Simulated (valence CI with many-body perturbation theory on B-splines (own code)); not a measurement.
# Te⁴⁵⁺: electric-dipole lines

Calculated by relativistic CI+MBPT: five valence electrons over a frozen Dirac-Fock core [He], a basis of 11 s, 11 p, 10 d, 8 f, 5 g, 2 h functions for each j, with the one-electron correlation potential Σ1, the two-electron term Σ2, the three-electron term Σ3, Breit, model QED; selected CI, second order for the rest, scaled by the run's own slope (own B-spline code, finite nucleus).

The last digits are not significant, and no measured levels were compared; by estimate large intervals hold to a few tenths of a per cent, small ones and those within an open d or f shell to about a per cent. Among the levels kept, up to 7200 cm⁻¹ of a level comes from second order outside the variational space, and about a tenth of that is noise between levels of different J, which matters for small intervals.

Lines 51 to 100 of 600 in falling wavelength, among levels below 5405.9 eV, chosen from the strongest by gf and those to the six lowest levels. Wavelengths and rates use the calculated energies. Electric multipoles are in the length gauge with retardation, E1 and E2 with the static RPA response of the core. Weak lines are less certain than strong ones. Lines between different terms over intervals too small for the method are left out, as are lines whose strength nearly cancels. The highest levels of a list are the least certain.

Levels are named by their leading jj configuration (3d3/2^4 stands for four electrons in 3d with j = 3/2), which in mixed levels can hold well under half, so a name can repeat and another be missing. Letters in brackets count levels of one name in rising energy.

```csv
λ vac (Å),Upper,Lower,A (s⁻¹),log gf,Branch %
126.2,(2s 2p1/2^2 2p3/2 3d5/2) J=3/2 [a],(2s 2p1/2^2 2p3/2 3p3/2) J=3/2 [a],7.95e+09,-1.12,0.0
125.6,(2s^2 2p1/2 2p3/2 3d5/2) J=5/2 [b],(2s^2 2p1/2 2p3/2 3p3/2) J=3/2 [b],9.13e+09,-0.89,0.0
124.6,(2s 2p1/2 2p3/2^2 3d5/2) J=3/2 [d],(2s 2p1/2 2p3/2^2 3p3/2) J=1/2 [c],1.14e+10,-0.97,0.0
124.1,(2s^2 2p1/2 2p3/2 3d5/2) J=5/2 [a],(2s^2 2p1/2 2p3/2 3p3/2) J=3/2 [a],6.63e+09,-1.04,0.0
120.8,(2s 2p1/2 2p3/2^2 3d5/2) J=3/2 [b],(2s 2p1/2 2p3/2^2 3p3/2) J=3/2 [b],9.12e+09,-1.10,0.0
117.0,(2s 2p1/2 2p3/2^2 3d5/2) J=3/2 [c],(2s 2p1/2 2p3/2^2 3p3/2) J=1/2 [b],9.51e+09,-1.11,0.0
113.2,(2s 2p1/2 2p3/2^2 3d5/2) J=7/2 [b],(2s 2p1/2 2p3/2^2 3p3/2) J=7/2 [b],7.41e+09,-0.94,0.0
94.54,(2p1/2^2 2p3/2^2 3p3/2) J=5/2,(2p1/2^2 2p3/2^2 3s) J=3/2,2.87e+10,-0.64,0.0
94.18,(2s 2p1/2 2p3/2^2 3p3/2) J=7/2 [b],(2s 2p1/2 2p3/2^2 3s) J=5/2 [b],2.41e+10,-0.59,0.1
93.85,(2s 2p1/2 2p3/2^2 3p3/2) J=5/2 [a],(2s 2p1/2 2p3/2^2 3s) J=3/2 [a],2.08e+10,-0.78,0.0
93.15,(2s 2p1/2^2 2p3/2 3p3/2) J=3/2 [a],(2s 2p1/2^2 2p3/2 3s) J=3/2 [a],3.90e+10,-0.69,0.0
92.92,(2p1/2^2 2p3/2^2 3p3/2) J=1/2,(2p1/2^2 2p3/2^2 3s) J=3/2,5.35e+10,-0.86,0.1
92.23,(2s 2p1/2 2p3/2^2 3p3/2) J=1/2 [c],(2s 2p1/2 2p3/2^2 3s) J=1/2 [c],3.84e+10,-1.01,0.0
91.11,(2s^2 2p1/2 2p3/2 3p3/2) J=3/2 [a],(2s^2 2p1/2 2p3/2 3s) J=3/2 [b],1.65e+10,-1.08,3.2
90.60,(2s 2p1/2 2p3/2^2 3d3/2) J=5/2 [b],(2s 2p1/2 2p3/2^2 3p1/2) J=5/2 [b],1.52e+10,-0.95,0.0
90.25,(2s 2p1/2 2p3/2^2 3d3/2) J=7/2 [b],(2s 2p1/2 2p3/2^2 3p1/2) J=5/2 [b],1.80e+10,-0.76,0.0
89.15,(2s 2p1/2 2p3/2^2 3d3/2) J=5/2 [e],(2s 2p1/2 2p3/2^2 3p1/2) J=3/2 [d],1.56e+10,-0.95,0.0
89.14,(2s 2p1/2 2p3/2^2 3p3/2) J=3/2 [b],(2s 2p1/2 2p3/2^2 3s) J=5/2 [b],4.14e+10,-0.70,0.0
89.05,(2s^2 2p3/2^2 3p3/2) J=5/2,(2s^2 2p3/2^2 3s) J=3/2,1.76e+10,-0.90,0.7
88.89,(2s 2p1/2 2p3/2^2 3p3/2) J=3/2 [e],(2s 2p1/2 2p3/2^2 3s) J=1/2 [c],2.18e+10,-0.99,0.0
88.82,(2s 2p1/2 2p3/2^2 3p3/2) J=7/2 [a],(2s^2 2p3/2^2 3p3/2) J=5/2,1.38e+10,-0.89,0.2
88.72,(2p1/2^2 2p3/2^2 3p3/2) J=5/2,(2p1/2^2 2p3/2^2 3s) J=5/2,3.39e+10,-0.62,0.0
88.56,(2p1/2^2 2p3/2^2 3p3/2) J=7/2,(2p1/2^2 2p3/2^2 3s) J=5/2,7.62e+10,-0.14,0.1
88.52,(2s^2 2p3/2^2 3p3/2) J=1/2,(2s^2 2p3/2^2 3s) J=3/2,4.84e+10,-0.94,1.3
88.48,(2s 2p1/2 2p3/2^2 3p3/2) J=5/2 [c],(2s 2p1/2 2p3/2^2 3s) J=3/2 [b],5.12e+10,-0.44,0.1
88.15,(2s 2p1/2 2p3/2^2 3p3/2) J=1/2 [a],(2s 2p1/2 2p3/2^2 3s) J=3/2 [a],4.46e+10,-0.98,0.0
88.08,(2s 2p1/2^2 2p3/2 3p3/2) J=7/2,(2s^2 2p1/2 2p3/2 3p3/2) J=5/2 [c],4.42e+10,-0.39,3.0
88.07,(2s 2p1/2 2p3/2^2 3p3/2) J=9/2,(2s 2p1/2^2 2p3/2 3d5/2) J=7/2 [b],3.24e+10,-0.42,8.4
87.98,(2s 2p1/2 2p3/2^2 3p3/2) J=5/2 [a],(2s^2 2p3/2^2 3p3/2) J=5/2,1.19e+10,-1.08,0.0
87.91,(2s 2p1/2 2p3/2^2 3p3/2) J=7/2 [c],(2s 2p1/2 2p3/2^2 3s) J=5/2 [c],6.54e+10,-0.22,0.1
87.80,(2s 2p1/2 2p3/2^2 3d5/2) J=3/2 [a],(2s 2p1/2 2p3/2^2 3p1/2) J=5/2 [b],1.59e+10,-1.13,0.0
87.51,(2s 2p1/2^2 2p3/2 3d3/2) J=7/2,(2s^2 2p1/2 2p3/2 3d5/2) J=5/2 [a],1.20e+10,-0.96,0.4
87.41,(2s 2p1/2 2p3/2^2 3p3/2) J=7/2 [b],(2s 2p1/2^2 2p3/2 3d5/2) J=7/2 [b],1.19e+10,-0.96,0.0
87.38,(2s^2 2p3/2^2 3p3/2) J=7/2,(2s^2 2p3/2^2 3s) J=5/2,4.66e+10,-0.37,1.1
86.25,(2s 2p1/2^2 2p3/2 3p3/2) J=5/2 [b],(2s 2p1/2^2 2p3/2 3s) J=3/2 [b],6.77e+10,-0.34,0.1
86.11,(2s 2p1/2 2p3/2^2 3p3/2) J=1/2 [b],(2s 2p1/2 2p3/2^2 3s) J=1/2 [b],3.32e+10,-1.13,0.2
86.05,(2s^2 2p1/2 2p3/2 3p3/2) J=1/2 [a],(2s^2 2p1/2 2p3/2 3s) J=1/2,4.11e+10,-1.04,6.8
85.97,(2s^2 2p3/2^2 3d5/2) J=3/2,(2s^2 2p3/2^2 3p1/2) J=1/2,1.82e+10,-1.09,0.0
85.91,(2s^2 2p1/2 2p3/2 3p3/2) J=5/2 [a],(2s^2 2p1/2 2p3/2 3s) J=3/2 [a],4.97e+10,-0.48,2.3
85.91,(2s 2p1/2^2 2p3/2 3p3/2) J=5/2 [a],(2s 2p1/2^2 2p3/2 3s) J=3/2 [a],4.12e+10,-0.56,0.1
85.60,(2s 2p1/2^2 2p3/2 3d3/2) J=5/2 [a],(2s 2p1/2^2 2p3/2 3p1/2) J=5/2,1.25e+10,-1.08,0.0
85.36,(2s 2p1/2 2p3/2^2 3d5/2) J=5/2 [a],(2s 2p1/2 2p3/2^2 3p1/2) J=5/2 [b],1.36e+10,-1.05,0.0
85.34,(2s 2p1/2 2p3/2^2 3d3/2) J=5/2 [a],(2s 2p1/2 2p3/2^2 3p1/2) J=5/2 [a],2.26e+10,-0.83,0.0
85.23,(2s^2 2p3/2^2 3p3/2) J=5/2,(2s^2 2p3/2^2 3s) J=5/2,3.09e+10,-0.70,1.2
84.88,(2s 2p1/2 2p3/2^2 3p3/2) J=5/2 [d],(2s 2p1/2 2p3/2^2 3s) J=3/2 [d],2.89e+10,-0.73,0.2
84.84,(2s 2p1/2 2p3/2^2 3p3/2) J=9/2,(2s 2p1/2 2p3/2^2 3s) J=7/2,4.50e+10,-0.31,11.6
84.82,(2s 2p1/2 2p3/2^2 3p3/2) J=5/2 [d],(2s 2p1/2 2p3/2^2 3s) J=5/2 [c],1.40e+10,-1.04,0.1
84.76,(2s 2p1/2 2p3/2^2 3d3/2) J=3/2 [b],(2s 2p1/2 2p3/2^2 3p1/2) J=5/2 [b],2.20e+10,-1.02,0.0
84.64,(2s 2p1/2^2 2p3/2 3d3/2) J=5/2 [a],(2s 2p1/2^2 2p3/2 3p1/2) J=3/2 [a],1.28e+10,-1.08,0.0
84.41,(2s^2 2p1/2 2p3/2 3p3/2) J=7/2,(2s^2 2p1/2 2p3/2 3s) J=5/2,7.13e+10,-0.21,18.5
```
